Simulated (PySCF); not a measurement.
Sn(OH)2(PH2)2 (H₆O₂P₂Sn), SMILES [OH][Sn]([OH])([PH2])[PH2].

Coordinates come from a PBE-D3(BJ)/def2-SVP optimisation. The structure was generated by enumeration; whether it is a known compound was not checked. The def2 effective core potentials stand for the cores of Sn; spin–orbit coupling is left out. The values are those of a single conformer.

Computed with PBE-D3(BJ)/def2-SVP run with PySCF.

Frequencies are harmonic and unscaled.

```csv
mode,ν (cm⁻¹),IR (km/mol),moving atoms (share of kinetic energy)
1,50,3.0,H 91 %
2,63,0.1,"H 66 %, P 24 %"
3,72,2.7,"P 47 %, H 38 %, Sn 8 %"
4,100,2.3,"P 36 %, O 29 %, Sn 27 %"
5,115,0.4,"O 65 %, P 21 %, H 14 %"
6,145,12.9,"O 60 %, P 16 %, Sn 13 %, H 10 %"
7,164,5.6,"O 69 %, H 18 %, Sn 9 %"
8,202,101.8,H 92 %
9,274,7.3,"P 69 %, H 20 %"
10,279,103.9,"H 68 %, O 16 %, P 13 %"
11,313,21.7,"P 62 %, Sn 30 %"
12,576,65.1,"O 86 %, Sn 10 %"
13,581,59.8,"O 72 %, H 14 %, Sn 12 %"
14,586,15.6,"H 79 %, O 11 %"
15,604,0.0,H 91 %
16,630,1.2,H 95 %
17,640,0.9,H 96 %
18,830,20.7,H 93 %
19,835,129.4,H 92 %
20,1048,1.7,H 97 %
21,1050,23.7,H 97 %
22,2307,5.9,H 97 %
23,2308,49.9,H 97 %
24,2326,2.2,H 97 %
25,2326,71.9,H 97 %
26,3701,40.5,H 94 %
27,3702,60.6,H 94 %
```
